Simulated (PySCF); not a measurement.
# Telling isomers of C$_{8}$H$_{11}$NSi apart by NMR

Computed data (PySCF 2.14): shieldings: GIAO PBE0/pcSseg-1, GFN2-xTB geometry. No relativistic terms, isolated molecule, single conformer, fast rotation and ring inversion assumed for equivalent nuclei.

δ = σ(ref) − σ, references computed at the same level: TMS for ¹H (σ = 31.72 ppm), ¹³C (σ = 186.93 ppm). Where no couplings were computed, multiplicities follow the n + 1 count of equivalent neighbours, and m marks all less simple cases (inequivalent or close neighbours, rings, F or P nearby). Shifts are as computed. Against solution values, carbons near 30 ppm lie about +3 ppm off and those near 130 ppm about +5 ppm. Of 1211 compounds with measured shifts, 218 miss one by over three times the rms of a fit or turn the order of signals round; such compounds aren't used in these exercises.

(1) Tabulate the signals of `C=C1C[C@](C#N)(C(=C)C)[SiH2]1`, `c1cc(C2C[SiH2]C2)ccn1`, `C#C[Si@]1(C)C[C@@H](CC#N)C1`, `C=CC/C=C/C(C#N)=C\[SiH3]` and their relative energies.

(2) What is the quickest way to tell C=C1C[C@](C#N)(C(=C)C)[SiH2]1 from c1cc(C2C[SiH2]C2)ccn1?

(3) What is the quickest way to tell c1cc(C2C[SiH2]C2)ccn1 from C#C[Si@]1(C)C[C@@H](CC#N)C1?

(4) What is the quickest way to tell C#C[Si@]1(C)C[C@@H](CC#N)C1 from C=CC/C=C/C(C#N)=C\[SiH3]?

Answers

(1) 
| SMILES | carbon types | δC | δH | E rel. (kcal/mol) |
| --- | --- | --- | --- | --- |
| C=C1C[C@](C#N)(C(=C)C)[SiH2]1 | 4×C 3×CH2 1×CH3 | 151.3, 150.2, 138.9, 128.4, 116.3, 45.5, 30.4, 25.7 | 6.32 (br s, 1H), 6.04 (br s, 1H), 5.37 (br s, 1H), 5.24 (m, 1H), 5.10 (br s, 1H), 5.04 (m, 1H), 3.52 (m, 1H), 3.35 (m, 1H), 2.06 (s, 3H) | 39.2 |
| c1cc(C2C[SiH2]C2)ccn1 | 1×C 5×CH 2×CH2 | 168.1, 156.1, 126.0, 42.1, 20.6 | 8.93 (d, 2H), 7.39 (d, 2H), 5.09 (m, 1H), 4.93 (m, 1H), 3.49 (m, 1H), 2.22 (m, 2H), 1.48 (m, 2H) | 0.0 |
| C#C[Si@]1(C)C[C@@H](CC#N)C1 | 2×C 2×CH 3×CH2 1×CH3 | 124.7, 104.5, 91.4, 28.6, 28.2, 23.8, 0.3 | 2.66 (m, 1H), 2.38 (d, 2H), 2.09 (s, 1H), 1.75 (m, 2H), 1.66 (m, 2H), 0.56 (s, 3H) | 28.9 |
| C=CC/C=C/C(C#N)=C\[SiH3] | 2×C 4×CH 2×CH2 | 149.3, 143.3, 143.0, 138.2, 132.6, 122.3, 122.3, 46.3 | 6.83 (m, 1H), 6.79 (q, 1H), 6.30 (d, 1H), 6.20 (m, 1H), 5.49 (m, 1H), 5.37 (m, 1H), 4.26 (d, 3H), 3.15 (m, 2H) | 41.7 |

Energies are electronic energies at PBE0/pcSseg-1 on these geometries, without zero-point or thermal terms, each for the one conformer computed, which needn't be the lowest.

(2) Count the carbon signals: 8 against 5. The first has a terminal =CH2 carbon at 138.9 ppm, the second an aromatic CH next to a ring nitrogen at 156.1 ppm. Their most deshielded carbons lie at 151.3 and 168.1 ppm. In the proton spectra the most deshielded non-exchanging signals are 6.32 (br s, 1H) and 8.93 (d, 2H).

(3) Count the carbon signals: 5 against 7. The first has an aromatic CH next to a ring nitrogen at 156.1 ppm, the second an alkyne carbon (C) at 91.4 ppm. Their most deshielded carbons lie at 168.1 and 124.7 ppm. In the proton spectra the most deshielded non-exchanging signals are 8.93 (d, 2H) and 2.66 (m, 1H).

(4) Count the carbon signals: 7 against 8. The first has an sp3 CH in a ring at 28.6 ppm, the second a terminal =CH2 carbon at 122.3 ppm. Their most deshielded carbons lie at 124.7 and 149.3 ppm. In the proton spectra the most deshielded non-exchanging signals are 2.66 (m, 1H) and 6.83 (m, 1H).
